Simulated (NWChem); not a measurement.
Isomers of C3H6OS, each optimised at PBE0/def2-SVP with NWChem, gas phase unless a solvent is named. Flexible species stand in one conformer each, which need not be the lowest.  Relative energies count from the lowest isomer at each level and are electronic, without zero-point energy, on those geometries.

A: C[C@@H]1OCS1
B: CSCC=O
C: C[C@@H](S)C=O
D: CCSC=O

| quantity | A | B | C | D |
|---|---|---|---|---|
| relative energy, PBE/def2-TZVP (kcal/mol) | 28.2 | 10.9 | 11.4 | 0.0 |
| relative energy, B3LYP/def2-TZVP (kcal/mol) | 28.6 | 9.5 | 10.1 | 0.0 |
| relative energy, TPSSh/def2-TZVP (kcal/mol) | 25.5 | 9.8 | 11.0 | 0.0 |
| highest harmonic frequency (cm⁻¹), PBE0/def2-SVP | 3178 | 3187 | 3174 | 3178 |
